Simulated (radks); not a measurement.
The numbers below are computed, except where a source is named.
Initial-state core-level shifts of the europium ion Eu+ when its valence configuration changes from [Xe] 4f7 6s1. Code: a radial shooting solver on a logarithmic mesh with Libxc functionals. Model: Dirac Kohn-Sham, LDA (Slater exchange, Perdew-Wang correlation), spin-unpolarised, spherical densities, finite nucleus; open shells fill j = l - 1/2 first; Fermi nuclear charge, rms radius 5.1115 fm. Shifts are changes of the shell-averaged eigenvalues in eV (positive: less bound); the change of the density at the nucleus, which sets a Mossbauer isomer shift, is in e/bohr^3, on a base of 5.768e+05.

4f6 6s1 6p1: 2s -10.170; 3p -10.961; 4s -10.592; 4p -10.448; density at nucleus +37.87
4f7 6s0.5 6p0.5: 2s -0.539; 3p -0.532; 4s -0.537; 4p -0.538; density at nucleus -14.26
4f7 5d1: 2s +1.791; 3p +1.733; 4s +1.760; 4p +1.770; density at nucleus -31.38
4f6 5d1 6s1: 2s -6.682; 3p -7.542; 4s -7.165; 4p -7.015; density at nucleus +28.68
4f6 6s2: 2s -9.116; 3p -9.913; 4s -9.540; 4p -9.396; density at nucleus +71.13
4f6.5 6s1.5: 2s -4.278; 3p -4.642; 4s -4.496; 4p -4.433; density at nucleus +32.59
4f7 5d0.5 6s0.5: 2s +0.935; 3p +0.904; 4s +0.917; 4p +0.922; density at nucleus -16.31
4f7 5d0.5 6p0.5: 2s +0.401; 3p +0.377; 4s +0.385; 4p +0.389; density at nucleus -30.30
4f8: 2s +6.177; 3p +6.672; 4s +6.577; 4p +6.504; density at nucleus -47.35
